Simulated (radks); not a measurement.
Effect of the nuclear size on neutral dysprosium, [Xe] 4f10 6s2. Calculated with a radial shooting solver on a logarithmic mesh with Libxc functionals: Dirac Kohn-Sham, PBE, spin-unpolarised, spherical densities, finite nucleus; open shells are shared between the two j in proportion to 2j + 1; Fermi nuclear charge, rms radius 5.2218 fm. The rms radius is varied about that value; shifts are against it.

rms radius (fm),total energy shift (eV),density at nucleus (e/bohr^3),1s1/2 shift (meV),2s1/2 shift (meV),5s1/2 shift (meV),5p1/2 shift (meV),6s1/2 shift (meV),4f7/2 shift (meV),6p1/2 (empty) shift (meV)
4.1774,-9.54,7.865e+05,-3920,-514,-3.83,0.446,-0.142,0.730,0.146
4.9503,-2.63,7.511e+05,-1080,-142,-1.06,0.123,-0.039,0.201,0.040
5.2218,0,7.403e+05,0.000,0.000,0.000,0.000,0.000,0.000,0.000
5.5508,3.32,7.281e+05,1360,179,1.33,-0.155,0.050,-0.254,-0.051
5.7649,5.56,7.206e+05,2290,300,2.23,-0.260,0.083,-0.426,-0.085

Slopes of the eigenvalues against <r^2> in GHz/fm^2, as finite differences over the two radii next to the reference (eigenvalue slopes, not the field-shift constants of lines): 1s1/2 93700, 2s1/2 12300, 5s1/2 91.6, 5p1/2 -10.7, 6s1/2 3.40, 4f7/2 -17.5, 6p1/2 (empty) -3.50.
